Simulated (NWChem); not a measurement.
A series in which one site is exchanged, each optimised at PBE0/def2-SVP with NWChem, gas phase unless a solvent is named. 

A: [CH3][Ge]([Cl])([F])[F] (CH3ClF2Ge; site = Ge)
B: CC(F)(F)Cl (C2H3ClF2; site = C)
C: C[Si](F)(F)Cl (CH₃ClF₂Si; site = Si)

Values for A:

| Item | Value |
|---|---|
| orbital gap (eV), PBE0/def2-SVP | 9.27 |
| highest harmonic frequency (cm⁻¹), PBE0/def2-SVP | 3207 |
| static polarisability, CAM-B3LYP/def2-SVPD (bohr³) | 53.6 |

Task: How do these values change for the other members?

Result: 
| change from A | B | C |
|---|---|---|
| orbital gap (eV), PBE0/def2-SVP | +0.95 | +1.48 |
| highest harmonic frequency (cm⁻¹), PBE0/def2-SVP | +7 | -21 |
| static polarisability, CAM-B3LYP/def2-SVPD (bohr³) | -11.4 | -4.8 |
